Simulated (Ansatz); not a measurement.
Job for Ansatz (a program for electronic structure): U-CAM-B3LYP/def2-TZVPP on H3Si (SMILES [SiH3]).

Ansatz 0.2 input:
```yaml
crystal:
  periodic: [false, false, false]
  atoms:
    - {symbol: Si, position_ang: [0.00000001, 0.00000000, 0.00000000]}
    - {symbol: H, position_ang: [1.46694893, -0.00000000, -0.00000000]}
    - {symbol: H, position_ang: [-0.73347447, 1.27041496, -0.00000000]}
    - {symbol: H, position_ang: [-0.73347447, -1.27041496, -0.00000000]}
basis:
  gaussian:
    orbitals: def2-TZVPP
hamiltonian:
  xc: {name: CAM-B3LYP}
magnetization: {spin_polarized: true, initial_magnetization: 1}
```

Task: Give the final energy of this run.

Result: -291.2309 hartree.
